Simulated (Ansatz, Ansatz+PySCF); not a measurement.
```yaml
atoms:
  - { symbol: P, position_ang: [0.0000, 0.0000, 0.0000] }
  - { symbol: O, position_ang: [0.0000, 0.0000, 1.5498] }
```

Basis set: def2-SVP (spherical functions). Correlated methods keep 6 orbitals frozen. Correlation on ROHF uses semicanonical orbitals with singles. Charge 0, multiplicity 2.

Computed with Ansatz (development build ahead of 0.2.0); each method stands on the lowest determinant of its kind that the runs found.

The atomization energy at this shape (free ground-state atoms in the same class of orbitals less the molecule, no zero-point energy) of doublet PO:

| method | atomization energy |
| --- | --- |
| ROHF-CCSD(T) | 4.94 eV |
| ROHF-MP2 | 5.37 eV |
| UHF-MP2 | 4.29 eV |
| UHF-CCSD(T) | 4.89 eV |
| ROHF | 1.78 eV |

(1) What does UHF give?

Answers

(1) 1.95 eV. Caution for UHF-MP2, UHF-CCSD(T), UHF: the unrestricted determinant is spin contaminated.
